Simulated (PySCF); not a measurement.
**Stretching MgGe⁻**

Set-up: Mg aug-cc-pVDZ, Ge aug-cc-pVDZ-PP with ECP10; scalar-relativistic core potentials (PySCF 2.14). Energies in eV from Mg + Ge⁻ in their ground configurations at the same level. State: ⁴Σ⁻ (quartet), unpaired electrons σ ↑, π ↑↑.

```csv
R (Å),B97-3,r²SCAN,PBE,UHF-MP2
2.362,-0.6037,-0.795,-0.713,-0.4511
2.471,-0.7970,-0.972,-0.900,-0.6473
2.581,-0.9019,-1.060,-0.999,-0.7547
2.664,-0.9395,-1.086,-1.033,-0.7949
2.746,-0.9520,-1.087,-1.041,-0.8105
2.828,-0.9463,-1.071,-1.032,-0.8084
2.938,-0.9195,-1.030,-1.000,-0.7866
3.075,-0.8672,-0.963,-0.941,-0.7412
3.240,-0.7917,-0.872,-0.858,-0.6740
3.460,-0.6874,-0.753,-0.746,-0.5803
```

Put a parabola through the three lowest points of the B97-3 curve and estimate Re, k and ωe (reduced mass 18.11 u; 1 eV/Å² = 0.16022 mdyn/Å; ωe = 1302.8·√(k/μ) cm⁻¹).

Through R = 2.664, 2.746, 2.828 Å the second-order coefficient is 1.35 eV/Å², so Re ≈ 2.761 Å, k ≈ 0.434 mdyn/Å and ωe ≈ 202 cm⁻¹. A polynomial fit of higher order to the unrounded B97-3 energies gives Re = 2.757 Å, k = 0.407 mdyn/Å, ωe = 195 cm⁻¹; anharmonicity and rounding make the difference.

The higher-order fit for each curve: B97-3: Re = 2.757 Å, ωe = 195 cm⁻¹, De = 0.95 eV; r²SCAN: Re = 2.708 Å, ωe = 213 cm⁻¹, De = 1.09 eV; PBE: Re = 2.740 Å, ωe = 203 cm⁻¹, De = 1.04 eV; UHF-MP2: Re = 2.774 Å, ωe = 186 cm⁻¹, De = 0.81 eV.

Correlated steps freeze 5 core orbitals. Correlated levels converge slowly with the basis: in double zeta they bind strong bonds too weakly, by up to about 1 eV, and carry superposition errors of some tenths. Spin–orbit coupling is left out. For an ion De counts to the pair picked by the measured ionisation energies or electron affinities, which need not be the lowest pair at this level. The highest Kohn–Sham level is positive in this anion. Much of that is self-interaction error, but it also means that the finite basis helps to hold the extra electron. The state was picked by a PBE0 search and need not be the measured ground state.
